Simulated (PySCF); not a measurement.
C₂HF₃Si. Atoms are numbered in the order given.

```xyz
7

C      0.0000     0.0000     2.6911
C      0.0000     0.0000     1.4760
Si     0.0000     0.0000    -0.3232
F      1.2935    -0.7468    -0.8980
F      0.0000     1.4937    -0.8980
F     -1.2935    -0.7468    -0.8980
H      0.0000     0.0000     3.7670
```

The structure is a stationary point at B3LYP-D3(BJ)/def2-SVP.

Calculation: PBE/def2-TZVP in PySCF.

```json
{
 "total_energy": "-665.63039 hartree",
 "point_group": "C3v",
 "highest_occupied_level": "-8.06 eV",
 "lowest_empty_level": "-1.97 eV",
 "orbital_gap": "6.09 eV",
 "dipole_moment": "2.60 D",
 "quadrupole, principal values (traceless, Buckingham form, about the centre of nuclear charge)": "-5.64, -5.64, 11.27 D·Å",
 "mean_static_polarisability": "41.6 bohr³ (6.17 Å³)",
 "polarisability_principal_values": "32.6, 32.6, 59.7 bohr³"
}
```
